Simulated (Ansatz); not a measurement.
A run for Ansatz (a quantum-chemistry and plane-wave program): R-SVWN5/def2-TZVPP on CH5AlO (SMILES C[O][AlH2]).

Ansatz 0.2 input:
```yaml
crystal:
  periodic: [false, false, false]
  atoms:
    - {symbol: C, position_ang: [-1.26554448, 0.06198303, 0.35303011]}
    - {symbol: O, position_ang: [-0.03137220, -0.61374934, 0.32596951]}
    - {symbol: Al, position_ang: [1.57717718, -0.17315768, 0.59353935]}
    - {symbol: H, position_ang: [-1.15528825, 1.12187763, 0.61024846]}
    - {symbol: H, position_ang: [-1.92754975, -0.40232289, 1.08916604]}
    - {symbol: H, position_ang: [-1.74754173, -0.00472224, -0.62624326]}
    - {symbol: H, position_ang: [2.64552858, -1.31491688, 0.44165206]}
    - {symbol: H, position_ang: [1.90459064, 1.32500839, 0.97161042]}
basis:
  gaussian:
    orbitals: def2-TZVPP
hamiltonian:
  xc: {name: SVWN5}
scf: {lower_state_search: off}
```

Problem. What total energy does the run end on?

Solution. -356.8542 hartree.
